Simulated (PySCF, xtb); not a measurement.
2-methylidenefuran-3-one (C₅H₄O₂), SMILES O=C1C=COC1=C.

xtb with GFN2-xTB at its own geometry gives an orbital gap of 2.49 eV and a dipole moment of 3.03 D.

Coordinates come from a B3LYP-D3(BJ)/def2-SVP optimisation.

### Question
What does PBE/def2-TZVP in PySCF give? (The exact figures need the calculation; the answer reports its results.)

### Answer
gap 2.67 eV (levels -5.84 and -3.17 eV), dipole 2.94 D.
